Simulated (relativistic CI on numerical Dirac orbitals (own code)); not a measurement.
Lu4+ (4f13) in a crystal field

Calculated by Dirac-Coulomb-Breit CI, KLI orbitals optimised for each configuration, QED by a radiative potential, valence Slater integrals scaled by 0.7, one configuration in a parametric crystal field (own radial code).

Field parameters in Wybourne normalisation; cubic f-shell fields have B⁴₄ = √(5/14) B⁴₀ and B⁶₄ = −√(7/2) B⁶₀. The field is a parameter set, without covalency.

S is read from ⟨S²⟩ = S(S + 1).

Levels (cm⁻¹, degeneracy): 0 (2), 590 (4), 1068 (2), 11895 (4), 12578 (2).

(1) Which field gives this pattern?
A. Oh, B40 = 1500, B60 = 1170 cm⁻¹
B. Oh, B40 = -2470, B60 = 520 cm⁻¹
C. Oh, B40 = 3590, B60 = 260 cm⁻¹
D. Oh, B40 = 2450, B60 = 540 cm⁻¹

Results:

(1) D. Oh, B40 = 2450, B60 = 540 cm⁻¹, ground level with S = 0.50.
